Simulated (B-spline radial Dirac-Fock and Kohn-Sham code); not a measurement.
# Ni²²⁺: photoemission with Cu Kα (8047.8 eV) photons

System: nickel as Ni²²⁺ in the configuration [He] 2s2 2p2.

Level of theory: independent-particle photoionisation in a Dirac-Hartree-Slater potential with a Latter tail, all multipoles, thresholds from Dirac-Fock ΔSCF; a radial finite-basis atomic code. The asymmetry parameter β is from the dipole term alone. Kinetic energies are from the vacuum level. Open shells are spread statistically over j, without multiplet splitting.

```tsv
subshell	electrons	binding (eV)	kinetic (eV)	σ (kb)	β
L1 (2s)	2	2080.2	5967.6	?	?
L2 (2p1/2)	0.67	2012.1	6035.7	0.255	0.94
L3 (2p3/2)	1.33	1991.4	6056.4	0.472	0.93
```

Q: What are σ and β for L1 (2s)?

A: σ = 2.59 kb, the largest of all subshells and 78 % of the total, and β = 2.00.

Values without a named source are computed, but for edge energies of neutral atoms, which are taken from tables.
